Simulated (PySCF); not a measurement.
System: C3H5Cl2, net charge -1, singlet state. It need not be the lowest isomer of its formula. Whether it binds its extra electron was not tested at this geometry. SMILES: ClCC[CH-]Cl
Coordinates optimised at B3LYP-D3(BJ)/def2-TZVP (Ansatz):
```xyz
10

C     -0.1370    -0.5153    -0.9414
C     -1.2599    -0.6073     0.0642
Cl    -2.0537     1.1868     0.0482
C      1.0999     0.2119    -0.4339
Cl     2.1430    -0.8007     0.6866
H      0.1446    -1.5412    -1.2153
H     -0.3872     0.0038    -1.8941
H     -2.0826    -1.1464    -0.4263
H      1.7763     0.5012    -1.2381
H      0.8128     1.0830     0.1491
```
Charge -1, spin multiplicity 1.

Dispersion corrections to the total energy (kcal/mol) from the dftd3 and dftd4 libraries through PySCF: D3(BJ) without and D4 with the three-body term, each with the damping fitted for the functional named.

```tsv
functional	D3(BJ)	D4
PBE0	-4.91	-5.16
B2PLYP	-4.54	-4.29
B2GP-PLYP	-3.47	-2.59
BP86	-9.04	-8.19
CAM-B3LYP	-4.47	?
TPSS	-7.16	?
PW6B95	?	-5.15
```

Problem. Complete the blanks.

Solution. 
- CAM-B3LYP, D4: -5.21
- TPSS, D4: -8.28
- PW6B95, D3(BJ): -2.85
